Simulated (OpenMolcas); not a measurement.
Ag⁵⁺: the spin-orbit constant, worked from levels

- Program: OpenMolcas
- Basis: ANO-RCC-VTZP [7s6p4d2f1g]
- Scalar Hamiltonian: DKH2, point nucleus
- Active space: 6 electrons in 5 orbitals (4d)
- State averaging: 2S+1 = 5 even, 5 roots; 2S+1 = 3 even, 45 roots; 2S+1 = 1 even, 50 roots
- Spin-orbit coupling: state interaction with AMFI integrals over the reference wave functions, term energies averaged over their components

Methods: CASSCF; MS-CASPT2, IPEA 0.25 Eh, imaginary shift 0.1 Eh (closed shells correlated: 4s 4p). Measured levels: the list in Gamrath, thesis, University of Mons (2023).

**The spin-orbit constant.** For the Hund term ⁵D of d6, E(J) = (A/2) J(J+1) + constant and ζ = -2S·A = -4A. From J = 0 to J = 4 the energy changes by 10 A.

```
   Source  E(4) - E(0)       A     ζ
   CASSCF      -5267.9  -526.8  2107
MS-CASPT2      -5216.4  -521.6  2087
 measured      -5380.0  -538.0  2152
```

All in cm-1. MS-CASPT2 is off by -3.0 % and CASSCF by -2.1 %. Both methods take the spin-orbit matrix elements from the reference wave functions, so the second can move ζ only through the term energies and any multistate remixing. Second-order mixing with other terms is absorbed into this ζ.

Without dynamic correlation excited terms often stand tens of per cent too high (terms of higher spin than the ground term too low), and those without a measured partner can miss by more than the paired ones (holds for CASSCF). Computed and measured levels are paired by configuration, term and J; levels that our copy of the source lacks, or whose pairing is in doubt (as where it misses far off the trend of its configuration), stay unpaired and out of the deviations. Levels of configurations outside the active space are missing.
